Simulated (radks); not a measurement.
The numbers below are computed, except where a source is named.
The terbium ion Tb9+ is in [Kr] 4d10 4f(5/2: 5, 7/2: 0) 5s2 5p(1/2: 2, 3/2: 1). Code: a radial shooting solver on a logarithmic mesh with Libxc functionals. Model: Dirac Kohn-Sham, BLYP, spin-unpolarised, spherical densities, finite nucleus; Fermi nuclear charge, rms radius of each element as measured or else 0.836 A^(1/3) + 0.57 fm. Sub-shells are occupied by j as written (lower j first in brackets). One electron is removed from 5p3/2, 5p1/2, 4f5/2, 5s1/2 in turn, with full relaxation. Which removal costs least, and what does each cost?

Answer. 5p3/2 158.51 eV; 5p1/2 166.23 eV; 4f5/2 172.44 eV; 5s1/2 190.85 eV. The 5p3/2 electron leaves first.
